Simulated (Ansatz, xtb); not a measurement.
## Isomers of BH10NSi3 in order of energy

5 gas-phase structures of BH10NSi3, from a drawn sample of its isomers (lower ones may exist). Each was relaxed with GFN2-xTB; where two conformers were screened, the lower at r2SCAN-D4/def2-SVP//GFN2-xTB is listed:

A. `B[Si@@H]([SiH3])[SiH2]N`, a singlet
B. `B[Si](N)([SiH3])[SiH3]`, a singlet
C. `B[SiH2][SiH2][SiH2]N`, a singlet
D. `B[Si@@H](N)[SiH2][SiH3]`, a singlet
E. `B[SiH2][Si@@H](N)[SiH3]`, a singlet

Question: Which do you expect lowest at r2SCAN-D4/def2-SVP//GFN2-xTB, and how would the others follow?

Answer: Calculated order at r2SCAN-D4/def2-SVP//GFN2-xTB: A (0.0), C (5.8), B (11.2), D (14.1), E (14.5) kJ/mol. Less than 1 kcal/mol parts B and D; D and E, so the order within those pairs means little.

Energies above the lowest of each column, in kJ/mol:

```csv
structure,GFN2-xTB,HF/STO-3G,r2SCAN-D4/def2-SVP//GFN2-xTB
A,3.9,0.0,0.0
C,0.0,8.9,5.8
B,7.4,11.4,11.2
D,6.0,13.7,14.1
E,2.8,16.5,14.5
```

r2SCAN-D4/def2-SVP//GFN2-xTB puts A lowest; GFN2-xTB picks C. Some further structures that were screened fall inside this span and aren't listed. Flexible structures stand in one conformer each, not always the lowest. No reliable frequencies are at hand for these structures.

Over these structures GFN2-xTB departs from r2SCAN-D4/def2-SVP//GFN2-xTB by 4.1 kJ/mol on average once a common shift is removed. A GFN2-xTB relaxation took about 0.6 s and the r2SCAN-D4/def2-SVP//GFN2-xTB energy about 4.8 s on a shared host (Ansatz 0.2.0, xtb 6.7.1).
